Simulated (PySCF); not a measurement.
## Circular dichroism: `[SiH2]([C@@H]1[C@H](C=O)C1)P`, C4H9OPSi

Molfile (atoms numbered from 1):
```
C4H9OPSi
     RDKit          3D

 16 16  0  0  0  0  0  0  0  0999 V2000
    0.2935    0.8216    1.6497 O   0  0  0  0  0  0  0  0  0  0  0  0
   -0.4496    1.4841    0.9569 C   0  0  0  0  0  0  0  0  0  0  0  0
   -1.2066    0.9200   -0.1453 C   0  0  2  0  0  0  0  0  0  0  0  0
   -1.9264   -0.3904    0.1198 C   0  0  0  0  0  0  0  0  0  0  0  0
   -0.6730   -0.4058   -0.6638 C   0  0  2  0  0  0  0  0  0  0  0  0
    0.9011   -1.1077    0.1319 Si  0  0  0  0  0  4  0  0  0  0  0  0
    2.5571    0.4008    0.0710 P   0  0  0  0  0  0  0  0  0  0  0  0
   -0.5670    2.5650    1.1380 H   0  0  0  0  0  0  0  0  0  0  0  0
   -1.6741    1.6213   -0.8229 H   0  0  0  0  0  0  0  0  0  0  0  0
   -2.8762   -0.5282   -0.3765 H   0  0  0  0  0  0  0  0  0  0  0  0
   -1.8989   -0.7567    1.1350 H   0  0  0  0  0  0  0  0  0  0  0  0
   -0.7771   -0.5424   -1.7318 H   0  0  0  0  0  0  0  0  0  0  0  0
    1.2763   -2.1638   -0.8335 H   0  0  0  0  0  0  0  0  0  0  0  0
    0.6344   -1.7794    1.4017 H   0  0  0  0  0  0  0  0  0  0  0  0
    2.8255    0.3930    1.4218 H   0  0  0  0  0  0  0  0  0  0  0  0
    3.5534   -0.5225   -0.1959 H   0  0  0  0  0  0  0  0  0  0  0  0
  1  2  2  0
  2  3  1  0
  3  4  1  0
  4  5  1  0
  5  6  1  0
  6  7  1  0
  5  3  1  0
  2  8  1  0
  3  9  1  6
  4 10  1  0
  4 11  1  0
  5 12  1  6
  6 13  1  0
  6 14  1  0
  7 15  1  0
  7 16  1  0
M  END
```

Method: TDDFT BHandHLYP/def2-SVPD circular dichroism and optical rotation, one conformer, gas phase in PySCF. Geometry: GFN2-xTB.

The molecule is flexible and this is one conformer; a measurement averages over conformers.

Problem. What are the CIP labels of the stereocentres?

Solution. C3 S, C5 S.

Problem. List the lowest 8 singlet excitations with oscillator and rotatory strengths.

Solution. Rotatory strengths R in 10⁻⁴⁰ esu² cm², velocity form and length form (origin at the centre of mass); f in length form.
```tsv
state	E (eV)	λ (nm)	f	R (velocity)	R (length)	main
1	4.68	265	0.002	+24.3	+24.0	HOMO−1→LUMO 0.60, HOMO−3→LUMO 0.12
2	5.75	216	0.019	-6.3	-6.1	HOMO→LUMO 0.88
3	6.60	188	0.044	-30.8	-29.6	HOMO−2→LUMO 0.48, HOMO→LUMO+3 0.29
4	6.65	186	0.020	+50.1	+46.8	HOMO−2→LUMO 0.42, HOMO→LUMO+3 0.34
5	7.03	176	0.037	-159.3	-156.9	HOMO−3→LUMO 0.53, HOMO→LUMO+2 0.13
6	7.12	174	0.115	+102.7	+104.5	HOMO→LUMO+2 0.28, HOMO−3→LUMO 0.17
7	7.13	174	0.275	-3.8	-3.5	HOMO→LUMO+1 0.35, HOMO→LUMO+2 0.32
8	7.75	160	0.008	+14.2	+13.0	HOMO→LUMO+1 0.27, HOMO→LUMO+3 0.22
```

Among the states computed, the strongest CD band (largest |R|) is state 5. The largest dissymmetry factor in size, g = 4R/(D+G), with D and G the electric and magnetic dipole strengths, is +0.12 for state 1 (velocity form, f = 0.001), among bands with |R| over 0.5. The mirror image has the same energies and oscillator strengths and all R with the opposite sign.
